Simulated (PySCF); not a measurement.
F3OSi, SMILES [O][Si](F)(F)F (connectivity only; charge and spin as stated), charge -1, multiplicity 1. Coordinates come from a PBE-D3(BJ)/def2-SVPD optimisation. The multiplicity is an assumed one; other spin states were not compared. The isomer is the one that the SMILES or the coordinates give; other isomers of the formula were not compared.

Method: PySCF 2.14.0 with PBE-D3(BJ)/def2-SVPD.

Harmonic wavenumbers (cm⁻¹): 242, 242, 361, 361, 362, 681, 774, 774, 1138. Rotational constants (GHz): 4.063, 3.795, 3.795; symmetry number 3.

Q: Work out the zero-point energy and the ideal-gas rigid-rotor harmonic-oscillator thermochemistry at 298.15 K and 1 atm.

A: ZPE = ½ Σ hcν = ½ × 4935 cm⁻¹ = 29.52 kJ/mol. H − E(el) = 45.63 kJ/mol. Entropy in J/(mol K): translation 166.31, rotation 100.11, vibration 32.51, total 298.94. G − E(el) = -43.50 kJ/mol. Cp = 78.08 J/(mol K).
